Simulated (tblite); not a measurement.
Species: C₂H₁₂FNSi₃.
Bonds: C1–N2, N2–C3, N2–Si4, Si4–Si5, Si5–Si6, Si6–F7. Hydrogens: H8, H9, H10 on C1; H11, H12, H13 on C3; H14, H15 on Si4; H16, H17 on Si5; H18, H19 on Si6.

Structure optimised with GFN2-xTB, isolated species.

Problem. What internal coordinates does the optimisation give?

Solution. 
```
                  bond  length (pm)   order
          C1–N2, N2–C3        144.0  single
                N2–Si4        172.4  single
               Si4–Si5        231.8  single
               Si5–Si6        230.3  single
                Si6–F7        162.1  single
         C1–H8, C3–H13        109.7  single
C1–H9 and 3 like bonds        109.1  single
               Si4–H14        148.2  single
               Si4–H15        146.8  single
      Si5–H16, Si5–H17        147.7  single
      Si6–H18, Si6–H19        146.1  single
```

Bonds in one row agree within 1 pm and their mean is given. Orders are formal, as drawn. A selection of angles:
```
      angle  degrees
   N2–C1–H8    111.9
   N2–C1–H9    109.7
   H8–C1–H9    108.5
  H8–C1–H10    108.0
   C1–N2–C3    111.9
  C1–N2–Si4    121.3
 N2–Si4–Si5    108.6
 N2–Si4–H14    113.9
 N2–Si4–H15    103.1
Si5–Si4–H14    111.7
Si5–Si4–H15    113.4
H14–Si4–H15    105.9
Si4–Si5–Si6    114.1
Si4–Si5–H16    111.1
Si4–Si5–H17    113.9
Si6–Si5–H16    107.9
H16–Si5–H17    101.8
 Si5–Si6–F7    105.9
Si5–Si6–H18    118.7
Si5–Si6–H19    118.0
 F7–Si6–H18    101.9
H18–Si6–H19    107.6
```

Torsions: C1–N2–Si4–Si5 -160° (antiperiplanar); N2–Si4–Si5–Si6 148° (anticlinal); Si4–Si5–Si6–F7 17° (synperiplanar). The mirror-image conformer, all signs reversed, is as good.

Si6 (fluorine-bound silicon) is distorted tetrahedral (angles from 101.9° to 118.7°). Of the pairs four or more bonds apart, Si5···H11 is among the closest relative to their van der Waals radii: 2.93 Å, 89 % of the sum of Bondi's values. Si5 (SiH2 silicon) is distorted tetrahedral (angles from 101.8° to 114.1°). Si4 (SiH2 silicon) is distorted tetrahedral (angles from 103.1° to 113.9°). N2 (silicon-bound nitrogen) has angles 121.8°, 121.3° and 111.9°, sum 355.0°, 0.20 Å off the plane of its three neighbours.

Point group: C1 (no symmetry element, even within 0.4 Å). Its lowest GFN2-xTB frequency is 14 cm⁻¹, too small to tell a flat minimum from a shallow saddle. The numbers are those of one conformer.

The numbers are calculated, not measured.
